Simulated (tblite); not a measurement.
Compound: C₆H₈F₂O.
Bonds: F1–C2, C2–F3, C2–C4, C4–C5, C5–C6, C6–C7 (double), C7–C8, C8–O9, C6–O9. Hydrogens: H10 on C2; H11, H12 on C4; H13, H14 on C5; H15 on C7; H16, H17 on C8.

Computed geometry: GFN2-xTB, gas phase.

Problem. List the bond lengths, angles and torsions at this level.

Solution. 
```
          bond  length (Å)   order
  F1–C2, C2–F3       1.358  single
         C2–C4       1.519  single
         C4–C5       1.528  single
         C5–C6       1.487  single
         C6=C7       1.338  double
         C7–C8       1.502  single
         C8–O9       1.445  single
         C6–O9       1.391  single
        C2–H10       1.099  single
C4–H11, C4–H12       1.091  single
C5–H13, C5–H14       1.093  single
        C7–H15       1.067  single
C8–H16, C8–H17       1.089  single
```

Bonds in one row agree within 0.01 Å and their mean is given. Orders are formal, as drawn. A selection of angles:
```
   angle  degrees
F1–C2–F3    105.8
F1–C2–C4    110.9
F3–C2–C4    110.4
C2–C4–C5    111.5
C4–C5–C6    111.9
C5–C6–C7    139.6
C5–C6–O9    123.8
C7–C6–O9     96.6
C6–C7–C8     87.8
C7–C8–O9     87.5
C6–O9–C8     88.1
```

Dihedral angles: F1–C2–C4–C5 -63° (synclinal); C2–C4–C5–C6 -67° (synclinal); C4–C5–C6–C7 171° (antiperiplanar); C5–C6–C7–C8 180° (antiperiplanar); C6–C7–C8–O9 0° (synperiplanar); C7–C8–O9–C6 0° (synperiplanar); C5–C6–O9–C8 180° (antiperiplanar). The mirror-image conformer, all signs reversed, is as good.

The 5 C–C bonds span 1.338 Å (C6=C7, drawn double) to 1.528 Å (C4–C5, drawn single), a spread of 0.190 Å. The 4-membered ring C6–C7–C8–O9 has internal angles of 87.5° to 96.6° (sum 360°, against 360° for a flat polygon); it is planar, 0.00 Å rms from its mean plane, widest ring torsion 0°. The C–O distances run from 1.391 Å (C6–O9, drawn single) to 1.445 Å (C8–O9, drawn single), a spread of 0.054 Å. Of the pairs four or more bonds apart, O9···H10 is among the closest relative to their van der Waals radii: 2.49 Å, 92 % of the sum of Bondi's values.

Point group: C1 (no symmetry element, even within 0.4 Å). GFN2-xTB frequencies show an imaginary mode (23i cm⁻¹), so the point is no minimum at that level. 3 starts were optimised and ended at 0.00, 0.57 and 0.64 kcal/mol (GFN2-xTB); the lowest of these is shown.
